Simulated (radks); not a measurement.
The numbers below are computed, except where a source is named.
Question: Hg III, 78 electrons, occupied as [Xe] 4f14 5d10. Level of theory: scalar-relativistic Kohn-Sham, PBEsol, spin-polarised, spherical densities, point nucleus (a radial shooting solver on a logarithmic mesh with Libxc functionals). Some entries of the table are withheld. Estimate them.

orbital  occ.  eigenvalue (eV)  <r^2> (bohr^2)
1s          2        -83178.44       0.0003807
2s          2        -14757.77        0.005796
2p          6              (1)        0.004899
3s          2        -3516.490             (2)
3p          6        -2930.212         0.03850
3d         10        -2313.720         0.03188
4s          2        -787.7913             (3)
4p          6        -595.6036          0.2058
4d         10        -367.7691             (4)
5s          2        -137.4730             (5)
4f         14        -115.1360          0.2811
5p          6         -85.8108           1.221
5d         10         -28.8107           2.428

Answer: 
(1) 2p eigenvalue (eV): -12727.99
(2) 3s <r^2> (bohr^2): 0.03735
(3) 4s <r^2> (bohr^2): 0.1799
(4) 4d <r^2> (bohr^2): 0.2329
(5) 5s <r^2> (bohr^2): 0.9116
